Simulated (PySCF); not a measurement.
## Computed structure and properties of [Yb(NH3)3]3+

System: [Yb(NH3)3]3+ (singlet in the valence; each metal's 4f electrons, 13 of them, lie in its core potential, out of spins and levels); start: displaced along the imaginary mode (C3). Method: PySCF 2.14.0, RKS BP86, Yb lcecp-1-SVP with ECP59, N def2-SVP, H def2-SVP; non-relativistic Hamiltonian with scalar-relativistic core potentials where named; density fitting; no spin-orbit coupling.

Input of the relaxation:

```python
mol = gto.M(atom='''
Yb    -0.00000     0.00000     0.00781
N      2.36098     0.00110    -0.02588
H      2.82662    -0.28152     0.89706
H      2.80885    -0.66369    -0.73655
H      2.81815     0.94441    -0.25000
N     -1.18144     2.04412    -0.02588
H     -1.16951     2.58869     0.89706
H     -0.82965     2.76438    -0.73655
H     -2.22695     1.96838    -0.25000
N     -1.17954    -2.04522    -0.02588
H     -1.65711    -2.30716     0.89706
H     -1.97919    -2.10069    -0.73655
H     -0.59119    -2.91279    -0.25000''',
    basis={'Yb': 'lcecp-1-SVP', 'N': 'def2-SVP', 'H': 'def2-SVP'},
    ecp={'Yb': 'lcecp-1-SVP'},
    charge=3, spin=0)
mf = dft.RKS(mol, xc='B88,P86')
mf.grids.atom_grid = (50, 194)  # f atoms: unpruned, at least (60, 302)
mf = mf.density_fit()  # fitting sets: Yb AutoAux, N def2-universal-JKFIT, H def2-universal-JKFIT
mf.conv_tol = 1e-08; mf.max_cycle = 55
mf.kernel(dm0)  # dm0: converged density of the start geometry
# quasi-Newton relaxation in Cartesian coordinates to a largest gradient under 0.00045 Eh/bohr, steps kept in the point group
```

Run from Python with OMP_NUM_THREADS=2; the lines above give its settings. Where DIIS fails, smearing, a level shift and second-order steps follow.
It took 3.8 min on 2 threads of Intel(R) Xeon(R) Processor @ 2.70GHz, with other jobs on the host, from the converged density of the start.

Course of the relaxation:

| step | energy above end (eV) | largest force component within the symmetry (eV/Å) |
| --- | --- | --- |
| 0 | 0.1282 | 0.808 |
| 1 | 0.0371 | 0.046 |
| 2 | 0.0368 | 0.011 |
| 3 | 0.0366 | 0.019 |
| 4 | 0.0363 | 0.042 |
| 5 | 0.0322 | 0.173 |
| 6 | 0.0287 | 0.195 |
| 7 | 0.0325 | 0.410 |
| 15 | 0.0028 | 0.057 |
| 16 | 0.0022 | 0.051 |
| 17 | 0.0008 | 0.040 |
| 18 | 0.0002 | 0.020 |
| 19 | 0.0001 | 0.015 |
| 20 | 0.0000 | 0.013 |
(The steps between are left out.)

Relaxed geometry (C3):

```xyz
13

Yb    0.0000    0.0000    0.7415
N     2.2348    0.0001    0.0106
H     2.9371   -0.3003    0.7305
H     2.4613   -0.6229   -0.8015
H     2.6103    0.9281   -0.2996
N    -1.1175    1.9353    0.0106
H    -1.2085    2.6938    0.7305
H    -0.6912    2.4430   -0.8015
H    -2.1089    1.7966   -0.2996
N    -1.1173   -1.9354    0.0106
H    -1.7286   -2.3935    0.7305
H    -1.7701   -1.8201   -0.8015
H    -0.5014   -2.7247   -0.2996
```

```tsv
contact	Å
Yb1–N2 (NH3)	2.351
Yb1–N6 (NH3)	2.351
Yb1–N10 (NH3)	2.351
```

On the finer grid (75, 302):

* HOMO: -23.43 eV
* LUMO: -17.39 eV
* Dipole about the centre of mass: 2.99 D
* Set of Mulliken populations of Yb1 outside the core potential: s 2.33, p 6.20, d 0.79, f 0.02
* D3(BJ) dispersion energy (not in the energies): -0.378 eV

```tsv
atom	Mulliken (e)	Löwdin (e)	spin (e)
Yb1	1.65	1.39	0.00
N2	-0.34	0.00	0.00
H3	0.27	0.18	0.00
H4	0.26	0.18	0.00
H5	0.26	0.18	0.00
N6	-0.34	0.00	0.00
H7	0.27	0.18	0.00
H8	0.26	0.18	0.00
H9	0.26	0.18	0.00
N10	-0.34	0.00	0.00
H11	0.27	0.18	0.00
H12	0.26	0.18	0.00
H13	0.26	0.18	0.00
```

The 4f levels lie in the core potential and are missing. Their spin isn't counted.

On the grid (50, 194), as all that follows. Harmonic modes: a minimum within the noise of the softest modes; lowest 13 cm⁻¹ (negative: unstable), highest 3283 cm⁻¹, zero-point energy 2.983 eV.

Taking off one NH3 (charge 0, singlet; the rest: singlet) in vacuum, both parts rigid, costs 4.29 eV; the small basis without counterpoise inflates it. Parting with an electron moved from the ligand to the metal can be far cheaper, even downhill.

Rigid scan of NH3 along the line from its metal:

(distance to N2 (Å), energy (eV)): (2.05, 0.528), (2.15, 0.203), (2.25, 0.044), (2.35, 0.000), (2.45, 0.033), (2.55, 0.119), (2.75, 0.375)

One start shape was tried, so this needn't be the lowest isomer.

An lcecp potential fixes the number of 4f electrons, so in runs with it no electron can move into or out of that shell.
